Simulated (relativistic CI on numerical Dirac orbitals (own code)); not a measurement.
**One change at a time: Si IX**

Base calculation: Dirac-Coulomb-Breit CI, orbitals from a KLI potential per configuration, model QED, unscaled Slater integrals.

CI space (outside the closed core 1s2): 2s2.2p2, 2s.2p3, 2p4, 2s2.2p.3s, 2p3.3s, 2s2.2p.3p, 2p3.3p, 2p3.3d, 2s2.2p.3d, 2s.2p2.3s, 2s.2p2.3p, 2s.2p2.3d, 2s2.2p.4s, 2s2.2p.4p, 2s2.2p.4d, 2s2.2p.4f. Levels of other configurations are missing.

Variants: (1) valence Slater integrals scaled by 0.9; (2) one mean potential for all configurations; (3) only the first 3 configurations. Shifts of the energy above 2s2.2p2 3P_0, in cm⁻¹, for the lowest level and the first level of each name with at least 55 % of one term (blank where a level changes its place among those of its configuration and J or its character, or is not in the variant):

| Level | Base | Δ(1) | Δ(2) | Δ(3) |
| --- | --- | --- | --- | --- |
| 2s2.2p2 3P_0 | 0 | 0 | 0 | 0 |
| 2s2.2p2 3P_1 | 2519 | +41 | +9 | +16 |
| 2s2.2p2 3P_2 | 6369 | +39 | +23 | +29 |
| 2s2.2p2 1D_2 | 55826 | -4960 | -54 | -420 |
| 2s2.2p2 1S_0 | 108274 | -8262 | -79 | -3719 |
| 2s.2p3 5S°_2 | 142232 | +14681 | -173 | -3539 |
| 2s.2p3 3D°_3 | 294667 | -172 | -55 | -4 |
| 2s.2p3 3D°_2 | 294748 | -204 | -56 | -11 |
| 2s.2p3 3D°_1 | 294901 | -200 | -55 | -1 |
| 2s.2p3 3P°_1 | 347309 | -5545 | -196 | -1583 |
| 2s.2p3 3P°_0 | 347365 | -5558 | -197 | -1596 |
| 2s.2p3 3P°_2 | 347405 | -5522 | -195 | -1572 |
| 2s.2p3 1D°_2 | 452360 | -15565 | -33 | +3500 |
| 2s.2p3 3S°_1 | 457611 | -16334 | -167 | +2767 |
| 2s.2p3 1P°_1 | 505395 | -21050 | -211 | +1452 |
| 2p4 3P_2 | 685812 | -3351 | +90 | +989 |
| 2p4 3P_1 | 690307 | -3310 | +79 | +992 |
| 2p4 3P_0 | 692104 | -3332 | +74 | +1000 |
| 2p4 1D_2 | 735893 | -7827 | +299 | +3389 |
| 2p4 1S_0 | 840126 | -20538 | +46 | +2193 |
| 2s2.2p.3s 3P°_0 | 1616153 | +182 | +8101 |  |
| 2s2.2p.3s 3P°_1 | 1617857 | +132 | +8157 |  |

At this charge configurations can still be misplaced by up to about 7 % of their energy.

Ionisation energy from the two ground configurations alone: base 351.272 eV; valence Slater integrals scaled by 0.9 350.962 eV. The NIST ASD value (semi-empirical) is 351.28 eV.
